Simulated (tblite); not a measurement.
C6H10O2PSi (charge -1).
Geometry (GFN2-xTB, Å), atoms numbered from 1 in this order:
```xyz
20
C6H10O2PSi angstrom
C      2.945    1.567   -0.036
O      1.590    1.454   -0.326
C      1.072    0.182   -0.072
P      1.982   -1.189    0.567
C      0.540   -2.156    0.507
C     -0.573   -1.471    0.044
Si    -2.289   -2.115   -0.159
C     -0.251   -0.137   -0.291
O     -1.241    0.713   -0.804
C     -1.398    1.900   -0.079
H      3.142    1.354    1.024
H      3.538    0.857   -0.630
H      3.243    2.591   -0.274
H      0.534   -3.189    0.820
H     -3.302   -1.377    0.626
H     -2.794   -2.119   -1.545
H     -2.384   -3.515    0.307
H     -1.658    1.698    0.970
H     -0.486    2.507   -0.100
H     -2.214    2.454   -0.550
```

Level: GFN2-xTB in tblite, geometry and Hessian alike; calculated harmonic values, unscaled, isolated species. This tight-binding method is rough: wavenumbers can miss measured ones by several per cent, in bad cases by 10 to 20. Modes of hydrogen on silicon can be 10 to 20 % off. One conformer, not necessarily the lowest.

Harmonic wavenumbers (cm⁻¹): 52.6, 68.9, 83.0, 102.9, 116.7, 150.8, 170.3, 180.7, 211.0, 260.5, 314.1, 366.9, 404.5, 436.5, 488.6, 496.1, 536.8, 561.4, 591.3, 640.2, 717.8, 807.6, 821.5, 836.6, 852.5, 915.3, 995.5, 1060.3, 1075.0, 1133.3, 1138.6, 1140.4, 1165.1, 1181.3, 1200.4, 1386.5, 1398.5, 1411.2, 1415.2, 1458.0, 1476.1, 1490.5, 1499.9, 1504.2, 2093.5, 2106.9, 2140.1, 2861.9, 2868.3, 2897.9, 2930.3, 2962.0, 2965.1, 3044.6.

A = 1468, B = 781.1, C = 526.6 MHz; mass 173.019 u (most abundant isotopes); point group C1, symmetry number 1.

**Question.** Zero-point energy?

**Answer.** Half the sum of the wavenumbers: 30593 cm⁻¹ = 87.47 kcal/mol.

**Question.** Entropy at 298.15 K, 1 bar (ideal gas, RRHO, classical rotation)?

**Answer.** Translation 41.38, rotation 30.65, vibration 39.72: S = 111.8 cal/(mol K).

**Question.** And Cp and H(298.15 K) − H(0)?

**Answer.** Cp = 46.73 cal/(mol K), of which vibrations give 38.79 (their classical limit is 54 R = 107.3); H(298.15 K) − H(0) = 8.56 kcal/mol without the zero-point energy, 6.19 from vibrations.

**Question.** What must be added to the electronic energy to get the Gibbs energy at 298.15 K and 1 bar?

**Answer.** ZPE + [H(298.15 K) − H(0)] − T·S = 87.47 + 8.56 − 33.32 = 62.71 kcal/mol.

**Question.** Which modes carry the vibrational entropy at 298.15 K?

**Answer.** 52.6 cm⁻¹: 4.72; 68.9 cm⁻¹: 4.18; 83.0 cm⁻¹: 3.82; 102.9 cm⁻¹: 3.40; 116.7 cm⁻¹: 3.15; 150.8 cm⁻¹: 2.66 cal/(mol K); the other 48 give 17.79 together.

**Question.** Blend soft modes into free rotors: weight 1/[1 + (100 cm⁻¹/ν̃)⁴] for the oscillator and the rest for a rotor with moment μB/(μ + B), μ = h/(8π²ν), B = 10⁻⁴⁴ kg m². What vibrational entropy results?

**Answer.** 36.82 cal/(mol K) in place of 39.72, which changes −T·S at 298.15 K by +0.87 kcal/mol.

**Question.** How do the functions run with temperature in this model?

**Answer.** 
| T (K) | S (cal/(mol K)) | Cp (cal/(mol K)) | H − H(0) (kcal/mol) | G − H(0) (kcal/mol) | ln q(vib) |
| --- | --- | --- | --- | --- | --- |
| 100 | 75.3 | 23.5 | 1.53 | -6.00 | 2.31 |
| 200 | 95.4 | 35.7 | 4.50 | -14.58 | 6.03 |
| 300 | 112.0 | 46.9 | 8.64 | -24.97 | 9.61 |
| 500 | 140.7 | 65.7 | 20.01 | -50.32 | 16.33 |
| 800 | 175.8 | 83.6 | 42.66 | -98.00 | 25.45 |
| 1000 | 195.3 | 91.1 | 60.18 | -135.16 | 30.93 |

q(vib) and H(0) count from the zero-point level.

Hindered rotation and anharmonicity are outside this model. Other conformers, if any are populated, would add a mixing term that is left out. The structure is chiral; the term R ln 2 for an equal mix with its mirror image is left out.
